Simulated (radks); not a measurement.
Results of a calculation; reference values are marked as such.
Question: These are the eigenvalues of the occupied orbitals of an atom or ion with whole-number occupations (Ry). Level of theory: scalar-relativistic Kohn-Sham, r2SCAN, spin-polarised, spherical densities, finite nucleus; meta-GGA in the generalised Kohn-Sham scheme; Fermi nuclear charge, rms radius of each element as measured or else 0.836 A^(1/3) + 0.57 fm (a radial shooting solver on a logarithmic mesh with Libxc functionals).

| orbital | eigenvalue |
|---|---|
| 1s up | -4423.413 |
| 1s down | -4423.410 |
| 2s up | -908.1520 |
| 2s down | -906.2431 |
| 2p up | -826.6825 |
| 2p down | -825.2148 |
| 3s up | -334.7578 |
| 3s down | -332.8464 |
| 3p up | -309.8722 |
| 3p down | -307.8532 |
| 3d up | -282.6858 |

Which element is it, and in what charge state? The configuration may be excited. Open shells, if any, are filled with parallel spins first.

Answer: Z = 68, erbium, charge +46: Er46+ in [Ar] 3d4. The list shows which subshells hold electrons but not how many an open one holds; the 1s level, -2211.7 hartree, gives Z - s = 66.5 by -(Z - s)^2/2, which with screening and relativity narrows Z to a few neighbours, and the depths of the outer levels then fix element, charge and occupations together.
